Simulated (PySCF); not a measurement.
SMILES C1=CC(=C2C=C2)C=C1, C8H6

Molfile (atoms numbered from 1):
```
C8H6
     RDKit          3D

 14 15  0  0  0  0  0  0  0  0999 V2000
   -2.0572   -0.4916    1.0598 C   0  0  0  0  0  0  0  0  0  0  0  0
   -0.8105   -0.9991    0.9513 C   0  0  0  0  0  0  0  0  0  0  0  0
    0.0194   -0.0018    0.2998 C   0  0  0  0  0  0  0  0  0  0  0  0
    1.3148   -0.1081    0.0046 C   0  0  0  0  0  0  0  0  0  0  0  0
    2.5666   -0.8213   -0.0159 C   0  0  0  0  0  0  0  0  0  0  0  0
    2.5481    0.4001   -0.5405 C   0  0  0  0  0  0  0  0  0  0  0  0
   -0.8434    1.1350    0.0336 C   0  0  0  0  0  0  0  0  0  0  0  0
   -2.0776    0.8324    0.4905 C   0  0  0  0  0  0  0  0  0  0  0  0
   -2.9131   -0.9763    1.4951 H   0  0  0  0  0  0  0  0  0  0  0  0
   -0.4578   -1.9605    1.2759 H   0  0  0  0  0  0  0  0  0  0  0  0
    3.1124   -1.7020    0.2220 H   0  0  0  0  0  0  0  0  0  0  0  0
    3.0677    1.1931   -1.0217 H   0  0  0  0  0  0  0  0  0  0  0  0
   -0.5194    2.0404   -0.4451 H   0  0  0  0  0  0  0  0  0  0  0  0
   -2.9507    1.4592    0.4486 H   0  0  0  0  0  0  0  0  0  0  0  0
  1  2  2  0
  2  3  1  0
  3  4  2  3
  4  5  1  0
  5  6  2  0
  3  7  1  0
  7  8  2  0
  8  1  1  0
  6  4  1  0
  1  9  1  0
  2 10  1  0
  5 11  1  0
  6 12  1  0
  7 13  1  0
  8 14  1  0
M  END
```

Computed with quadratic response CAM-B3LYP/def2-SVPD first hyperpolarisability, Taylor convention, gas phase (PySCF 2.14.0). Geometry: GFN2-xTB.

(1) Give the tensor of the static β(0;0,0) in the axes of these coordinates.

## Answers

(1) In au, Taylor convention; rows are the first index (the induced dipole):
|  | xx | yy | zz | xy | xz | yz |
| --- | --- | --- | --- | --- | --- | --- |
| x | +38.2 | +0.2 | +15.8 | +0.8 | +0.5 | +8.2 |
| y | +0.8 | 0.0 | -5.3 | +0.2 | +8.2 | -1.5 |
| z | +0.5 | -1.5 | -11.3 | +8.2 | +15.8 | -5.3 |

Norm of βᵢ = ⅓ Σⱼ (βᵢⱼⱼ + βⱼᵢⱼ + βⱼⱼᵢ): 55.7 au, hyper-Rayleigh value 22.5 au.
